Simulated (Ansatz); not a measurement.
C2H6 (SMILES CC), charge 0, multiplicity 1, relaxed at each level with Ansatz (a program for electronic structure); harmonic frequencies from differences of analytic forces, average atomic masses, frozen cores.

Q: Give the equilibrium geometry, the harmonic frequencies and the zero-point energy at r2SCAN/def2-TZVPP.

A: 
(charge 0, multiplicity 1):
```xyz
8

C     -0.7572     0.0811    -0.0130
C      0.7572    -0.0811     0.0130
H     -1.2180    -0.6008    -0.7306
H     -1.0438     1.0965    -0.2941
H     -1.1963    -0.1254     0.9651
H      1.0438    -1.0965     0.2941
H      1.2180     0.6008     0.7306
H      1.1963     0.1254    -0.9651
```
Frequencies (cm⁻¹): 315, 823, 823, 1008, 1218, 1218, 1399, 1412, 1501, 1501, 1502, 1502, 3027, 3029, 3084, 3084, 3111, 3111. Zero-point energy 46.70 kcal/mol.

Q: Give the equilibrium geometry, the harmonic frequencies and the zero-point energy at CCSD(T)/cc-pVDZ.

A: 
(charge 0, multiplicity 1):
```xyz
8

C     -0.76340     0.08174    -0.01314
C      0.76340    -0.08174     0.01314
H     -1.22777    -0.61044    -0.74105
H     -1.05099     1.11161    -0.29823
H     -1.20573    -0.12805     0.97930
H      1.05099    -1.11161     0.29823
H      1.22777     0.61044     0.74105
H      1.20573     0.12805    -0.97930
```
Frequencies (cm⁻¹): 326, 816, 816, 1024, 1217, 1217, 1394, 1425, 1492, 1492, 1495, 1495, 3041, 3047, 3114, 3114, 3135, 3135. Zero-point energy 46.88 kcal/mol.
